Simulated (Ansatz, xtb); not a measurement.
System: SrF, net charge 1, singlet state. 
Structure (B3LYP-D3(BJ)/def2-TZVP (Ansatz, a first-principles code) minimum search):
```
Sr
F 1 2.0189
```
Charge +1, spin multiplicity 1.

Harmonic wavenumbers from GFN2-xTB (xtb, at its own minimum), cm⁻¹: 283.

Question: Give the harmonic wavenumbers at B3LYP-D3(BJ)/def2-TZVP (Ansatz, finite differences of forces, unscaled).

Answer: 574 cm⁻¹. Zero-point energy 0.8 kcal/mol.

Question: From these and the geometry, give the ideal-gas thermochemistry at 298.15 K and 1 atm (rigid rotor, harmonic oscillator).

Answer: Point group C∞v, rotational symmetry number 1. Rotational constants 7.941, 7.941 GHz. S(trans) 39.91, S(rot) 15.23, S(vib) 0.50, S(elec, spin only) 0.00, S 55.6 cal/(mol K). H(298) - H(0) 2.18 kcal/mol; G - E(el) -13.6 kcal/mol.
